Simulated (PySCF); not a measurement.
# Ionisation energy of Ti by level of theory

Ti [Ar] 3d2 4s2 (3F) → Ti⁺ [Ar] 3d2 4s1 (4F), as a difference of total energies. All numbers are calculated (PySCF 2.14, the spin-free X2C one-electron Hamiltonian (Gaussian nucleus), in cc-pVTZ-DK). Correlated levels: valence: [Ar] frozen. The calculations carry no spin-orbit coupling.

```json
{"method": "UHF", "ionisation energy (eV)": "5.557", "error (eV)": "-1.271"}
{"method": "LDA", "ionisation energy (eV)": "6.929", "error (eV)": "+0.101"}
{"method": "BP86", "ionisation energy (eV)": "6.855", "error (eV)": "+0.027"}
{"method": "MP2 (valence)", "ionisation energy (eV)": "6.346", "error (eV)": "-0.482"}
{"method": "SCS-MP2 (valence)", "ionisation energy (eV)": "6.515", "error (eV)": "-0.313"}
```

Reference: 6.828 eV (measured; NIST levels, between the centres of gravity of the two terms).

Errors of the correlated levels include the incompleteness of this basis and the frozen core.

MP2 underrates the near-degeneracy of ns² with np² in the lower species.
